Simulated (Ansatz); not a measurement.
C$_{3}$H$_{6}$BBr (`CC1CB1Br`). Charge 0, multiplicity 1. The structure was optimised at the PBE0-D4/def2-TZVP level.

```xyz
11

C     0.015   -1.419    0.108
C     0.306   -0.047   -0.450
C     0.412    1.173    0.518
B    -0.720    1.068   -0.482
Br   -2.328    1.751   -1.161
H    -0.756   -1.376    0.883
H     0.908   -1.864    0.555
H    -0.346   -2.092   -0.673
H     1.063   -0.037   -1.234
H     1.241    1.858    0.366
H     0.206    0.986    1.570
```

Task: What is the dipole moment at B3LYP/def2-TZVPP? (An estimate is asked.)

Result: Computed: 0.98 D, with components (0.81, -0.49, 0.25) D in this frame, pointing from negative to positive charge.

Task: And with PBE, r2SCAN, ωB97M-V? (Best estimate.)

Result: Computed: PBE 0.95 D, r2SCAN 1.05 D, ωB97M-V 0.98 D.

Task: Give the Mulliken charges with B3LYP, r2SCAN, ωB97M-V in def2-TZVPP. (An estimate is asked.)

Result: Computed: 
```json
{"atom": "C1", "B3LYP": "-0.23", "r2SCAN": "-0.12", "ωB97M-V": "-0.29"}
{"atom": "C2", "B3LYP": "-0.09", "r2SCAN": "-0.03", "ωB97M-V": "-0.13"}
{"atom": "C3", "B3LYP": "-0.24", "r2SCAN": "-0.21", "ωB97M-V": "-0.27"}
{"atom": "B4", "B3LYP": "0.07", "r2SCAN": "0.05", "ωB97M-V": "0.08"}
{"atom": "Br5", "B3LYP": "-0.03", "r2SCAN": "-0.02", "ωB97M-V": "-0.01"}
{"atom": "H6", "B3LYP": "0.06", "r2SCAN": "0.03", "ωB97M-V": "0.08"}
{"atom": "H7", "B3LYP": "0.08", "r2SCAN": "0.04", "ωB97M-V": "0.11"}
{"atom": "H8", "B3LYP": "0.09", "r2SCAN": "0.05", "ωB97M-V": "0.11"}
{"atom": "H9", "B3LYP": "0.09", "r2SCAN": "0.06", "ωB97M-V": "0.10"}
{"atom": "H10", "B3LYP": "0.10", "r2SCAN": "0.08", "ωB97M-V": "0.11"}
{"atom": "H11", "B3LYP": "0.09", "r2SCAN": "0.07", "ωB97M-V": "0.10"}
```

B3LYP here is the variant with VWN-RPA as its local correlation; programs differ in this.
